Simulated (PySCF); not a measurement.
# How methods differ on the ionisation energy of Ag

Ag [Kr] 4d10 5s1 (2S) → Ag⁺ [Kr] 4d10 (1S), as a difference of total energies. Calculation: PySCF 2.14, in def2-SVP with the def2 core potential (28 electrons) (5s3p2d1f, 31 functions); scalar relativity through the core potential. Correlated levels: valence: 4s2 4p6 frozen. The calculations carry no spin-orbit coupling.

```json
{"method": "UHF", "ionisation energy (eV)": "6.358"}
{"method": "B3LYP", "ionisation energy (eV)": "7.909"}
{"method": "PBE0", "ionisation energy (eV)": "7.661"}
{"method": "MP2 (valence)", "ionisation energy (eV)": "7.018"}
{"method": "SCS-MP2 (valence)", "ionisation energy (eV)": "6.920"}
{"method": "CCSD (valence)", "ionisation energy (eV)": "6.992"}
{"method": "CCSD(T) (valence)", "ionisation energy (eV)": "7.037"}
```

**Question.** How much does correlation contribute at CCSD(T) (valence)?

**Answer.** 7.037 − (6.358) = 0.679 eV, measured against UHF.

Errors of the correlated levels include the incompleteness of this basis and the frozen core.

For comparison: 7.576 eV (measured; NIST Atomic Spectra Database, ionization energies).
